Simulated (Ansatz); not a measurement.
C3H10O3Si2 (`C=C[Si@@H](O)O[Si@@H](C)O`), 18 atoms. The species carries charge 0 and has multiplicity 1. All runs use 3 threads of an AMD EPYC 7R13 on a shared host and a share of an NVIDIA H100 80 GB. Correlated methods freeze the cores. Open-shell runs search over several starts.

How many basis functions does each run have, and how long does it take in Ansatz? UKS PBE-D4/def2-TZVPP energy of the cation; RKS PBE0-D4/def2-SVP energy; UKS ωB97X-V/def2-TZVPP energy of the cation; RKS LC-ωPBE/def2-TZVPP energy; RHF-MP2/def2-QZVPP energy; RKS r2SCAN0-D4/def2-TZVPP energy; RKS PBE0-D4/def2-TZVP relaxation (21 steps); RKS PBE0-D4/def2-QZVPP energy; RKS ωB97M-V/def2-SVP energy; UKS r2SCAN-D4/def2-TZVPP energy of the cation; UKS ωB97M-V/def2-TZVPP energy of the cation; RKS ωB97M-V/def2-TZVPP energy and forces. (An estimate is asked.)

Computed: Other jobs shared the machine, so times are rough.

```csv
level,job,functions,wall time,peak host memory (GiB)
RKS ωB97M-V/def2-SVP,energy,170,2.8 s,0.93
RKS PBE0-D4/def2-SVP,energy,170,2.8 s,0.83
RKS r2SCAN0-D4/def2-TZVPP,energy,410,3.5 s,0.94
RKS LC-ωPBE/def2-TZVPP,energy,410,3.8 s,0.93
RKS ωB97M-V/def2-TZVPP,energy and forces,410,4.7 s,1.1
RHF-MP2/def2-QZVPP,energy,782,7 s,1.4
RKS PBE0-D4/def2-QZVPP,energy,782,9 s,1.3
UKS PBE-D4/def2-TZVPP,energy of the cation,410,15 s,1.1
UKS r2SCAN-D4/def2-TZVPP,energy of the cation,410,21 s,1.1
UKS ωB97M-V/def2-TZVPP,energy of the cation,410,22 s,1.3
UKS ωB97X-V/def2-TZVPP,energy of the cation,410,27 s,1.2
RKS PBE0-D4/def2-TZVP,relaxation (21 steps),320,36 s,0.98
```

LC-ωPBE has ω = 0.4 bohr⁻¹.
